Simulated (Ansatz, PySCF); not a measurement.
Process, species as SMILES: [SiH3]C[SiH3] -> [SiH2]C[SiH3] + H atom (the H-Si bond at the site shown breaks; other sites are not compared here)
Each molecule is optimised on its own at B3LYP-D3(BJ)/def2-TZVP (Ansatz, an electronic-structure program), one conformer each, not searched for the lowest. Frequencies are from Ansatz.

Property: bond dissociation energy (0 K, with B3LYP-D3(BJ) harmonic zero-point energies), in kJ/mol. Valence correlation only, unless marked. Open shells are spin-unrestricted. Spin-orbit coupling is left out. Non-relativistic unless marked X2C. Basis-set limits of correlation are two-point, X^-3; Hartree-Fock from the larger set. [CCSD(T)-MP2]/basis is that difference in the basis named.

```csv
level,program,bond dissociation energy (kJ/mol)
PBE0/def2-QZVPP,Ansatz,357.2
BHLYP-D3(BJ)/def2-TZVPD,Ansatz + dftd3,373.9
r2SCAN0/def2-TZVPD,Ansatz,360.0
M06-2X/def2-TZVPD,PySCF,364.8
HSE06-D4/def2-TZVPD,Ansatz + dftd4,356.9
CAM-B3LYP-D4/def2-TZVPD,Ansatz + dftd4,375.0
```

Task: Predict the RI-MP2/CBS(aug-cc-pV(T+d)Z,aug-cc-pV(Q+d)Z)+[CCSD(T)-MP2]/aug-cc-pV(T+d)Z result (Ansatz).

Result: 380.8 kJ/mol, so CAM-B3LYP-D4/def2-TZVPD differs from it by -5.8 kJ/mol.
